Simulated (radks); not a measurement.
Results of a calculation; reference values are marked as such.
Nb4+, 37 electrons, occupied as [Kr] 4d1.

Code: a radial shooting solver on a logarithmic mesh with Libxc functionals. Model: scalar-relativistic Kohn-Sham, PBE, spin-polarised, spherical densities, finite nucleus; open shells are filled with parallel spins first (spin-orbit coupling, left out, can overturn this in heavy ions); Fermi nuclear charge, rms radius 4.324 fm.

Energy parts (eV):
part                       energy
total                 -103853.557
kinetic                106933.630
electron-nucleus      -248480.794
Hartree                 40885.856
exchange-correlation    -3192.249

Orbitals (lengths in bohr, moments of r in powers of bohr):
| orbital | occ. | eigenvalue (eV) | <1/r> |
|---|---|---|---|
| 1s down | 1 | -18854.95 | 42.40 |
| 1s up | 1 | -18854.95 | 42.40 |
| 2s up | 1 | -2678.247 | 9.526 |
| 2s down | 1 | -2678.113 | 9.526 |
| 2p up | 3 | -2396.494 | 9.272 |
| 2p down | 3 | -2396.396 | 9.272 |
| 3s up | 1 | -485.9025 | 3.254 |
| 3s down | 1 | -485.8325 | 3.253 |
| 3p up | 3 | -393.8025 | 3.092 |
| 3p down | 3 | -393.7237 | 3.092 |
| 3d up | 5 | -243.3323 | 2.857 |
| 3d down | 5 | -243.2075 | 2.857 |
| 4s up | 1 | -103.8273 | 1.193 |
| 4s down | 1 | -103.0144 | 1.197 |
| 4p up | 3 | -79.1845 | 1.068 |
| 4p down | 3 | -78.2824 | 1.071 |
| 4d up | 1 | -43.8737 | 0.8125 |
| 4d down | 0 | -42.8888 | 0.8133 |
| 5s up | 0 | -35.3945 | 0.5051 |
| 5s down | 0 | -34.5809 | 0.5058 |
| 5p up | 0 | -28.7696 | 0.4464 |

The highest occupied level is 4d up at -43.874 eV. Spin moment in Bohr magnetons: 1. Summed over all electrons, <r^2> = 20.88 bohr^2, which gives a Langevin (diamagnetic) susceptibility term of -16.5 x 10^-6 cm^3/mol. For comparison, the ionisation energy in NIST's Atomic Spectra Database is 50.573 eV (measured). In exact Kohn-Sham theory the highest level is minus the ionisation energy, but local and semilocal functionals leave it too shallow, through self-interaction and a potential that decays too fast; potentials with the right tail come closer.
